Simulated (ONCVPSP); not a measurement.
arsenic, ONCV: configuration errors across variants

| Item | Value |
| --- | --- |
| Element | As |
| Generator | ONCVPSP 4.0.1 |
| Type | optimised norm-conserving Vanderbilt (ONCV) |
| Functional | PBE |
| Relativity | scalar-relativistic |
| Frozen core | [Ne] |
| Valence charge | 23 |
| Reference configuration | 3s2 3p6 3d10 4s1.75 4p3.25 |
| Partial waves | 3s+4s: rc 1.00 bohr, ncon 4, nbas 8, qcut 10 1/bohr, 2 projectors; 3p+4p: rc 1.20 bohr, ncon 4, nbas 8, qcut 13.3 1/bohr, 2 projectors; 3d: rc 1.15 bohr, ncon 4, nbas 8, qcut 15.5 1/bohr, 2 projectors, debl 3.3 Ha |
| Local potential | polynomial inside 0.90 bohr (lpopt 5, dvloc0 2 Ha) |
| Core correction | none |

All-electron excitation energies from the reference (eV): (1) 3s2 3p6 3d10 4s2 4p3 -2.332; (2) 3s2 3p6 3d10 4s2 4p2 6.817; (3) 3s2 3p6 3d10 4s2 4p1 24.735; (4) 3s2 3p6 3d10 4s1 4p0 103.086.

1 further variants failed, have other tests or too few solved ones, and are left out.

Errors AE − PS in meV (a dash: test not solved or not reliable):

```tsv
change	(1)	(2)	(3)	(4)	bound ghosts	GHOST(+) flags above zero
base	+0.1	-0.7	-2.5	-15	none	none
p: qcut 9.8	+0.2	-0.6	-2.3	-14	none	none
p: qcut 11.5	+0.1	-0.7	-2.4	-14	none	none
p: qcut 13.6	+0.1	-0.7	-2.5	-15	none	none
p: qcut 14.9	+0.1	-0.8	-2.6	-15	none	none
p: qcut 16.8	+0.2	-0.7	-2.5	-15	none	none
p: qcut 17.7	+0.3	-0.1	-1.0	-12	none	none
```

Give the same row for: p: qcut 8.3.

+0.1, -0.6, -2.3, -14; bound ghosts: none; GHOST(+) flags above zero: none.
